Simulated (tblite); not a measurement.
Species: C₃H₈OSSi.
Bonds: C1–C2 (double), C2–C3, C2–S4, S4–Si5, Si5–O6. Hydrogens: H7, H8 on C1; H9, H10, H11 on C3; H12, H13 on Si5; H14 on O6.

The geometry is computed with GFN2-xTB (gas phase).

Q: What internal coordinates does the optimisation give?

A: 
```csv
bond,length (bohr)
C1=C2,2.499
C2–C3,2.818
C2–S4,3.383
S4–Si5,4.075
Si5–O6,3.061
C1–H7,2.036
C1–H8,2.033
"C3–H9, C3–H10, C3–H11",2.058
"Si5–H12, Si5–H13",2.743
O6–H14,1.803
```

Bonds in one row agree within 0.02 bohr and their mean is given. A selection of angles:
```csv
angle,degrees
C2–C1–H7,121.3
C2–C1–H8,121.7
H7–C1–H8,117.0
C1–C2–C3,125.0
C1–C2–S4,119.3
C3–C2–S4,115.7
C2–C3–H9,110.5
H9–C3–H10,109.2
H10–C3–H11,107.9
C2–S4–Si5,100.8
S4–Si5–O6,109.9
S4–Si5–H12,102.8
S4–Si5–H13,112.0
O6–Si5–H12,113.9
O6–Si5–H13,101.9
H12–Si5–H13,116.5
Si5–O6–H14,122.8
```

Dihedral angles: C1–C2–S4–Si5 -117° (anticlinal); C2–S4–Si5–O6 36° (synclinal); H14–O6–Si5–S4 46° (synclinal). The mirror-image conformer, all signs reversed, is as good.

The 2 C–C bonds span 1.322 Å (C1=C2, drawn double) to 1.491 Å (C2–C3, drawn single), a spread of 0.169 Å. S4 (sulfur bonded to C and Si) is bent (angle 100.8°). Of the pairs four or more bonds apart, Si5···H11 is among the closest relative to their van der Waals radii: 2.99 Å, 91 % of the sum of Bondi's values. Si5 (oxygen-bound silicon) is distorted tetrahedral (angles from 101.9° to 116.5°).

Point group: C1 (no symmetry element, even within 0.4 Å). Its GFN2-xTB frequencies are all real (lowest 17 cm⁻¹). One conformer, not necessarily the lowest (C1–C2–S4–Si5 -117°, C2–S4–Si5–O6 36°, S4–Si5–O6–H 46°).

Hardware: one thread of an Arm Neoverse N1, no GPU (shared host). Cost: 2.1 s wall. This is the geometry optimisation.
